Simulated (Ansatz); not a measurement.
`[OH][Al-]1([Cl])[O]C(C(F)(F)F)=CC(C(F)(F)F)=[O+]1`. Total charge 0; spin multiplicity 1.

```xyz
18

O    -2.1411    2.2549    1.5677
Al   -0.7145    1.9651    0.7274
Cl    0.5408    3.5821    0.3034
O     0.3041    0.6398    1.4832
C     0.7536   -0.3849    0.9042
C     1.6616   -1.2463    1.7925
F     2.6746   -0.5193    2.2442
F     2.1533   -2.2904    1.1304
F     0.9648   -1.6993    2.8309
C     0.4812   -0.7808   -0.3984
C    -0.3981   -0.0352   -1.1720
C    -0.7665   -0.5091   -2.5845
F    -0.4912    0.4420   -3.4670
F    -2.0683   -0.7763   -2.6370
F    -0.0991   -1.6082   -2.9264
O    -0.9781    1.0291   -0.8280
H    -2.8004    1.6163    1.8244
H     0.9233   -1.6795   -0.7950
```

(1) Give the diagnostics of a CCSD(T)/def2-TZVPP run (frozen core, Ansatz 0.2.0). (An estimate is asked.)

Answers

(1) The calculation gave: T1 = 0.0146, largest single amplitude 0.064, largest double 0.054, (T) share of the correlation energy 3.7 %, 12 CCSD cycles. The RHF solution is stable towards an unrestricted one. T1 lies under the customary mark of 0.02 for closed shells.
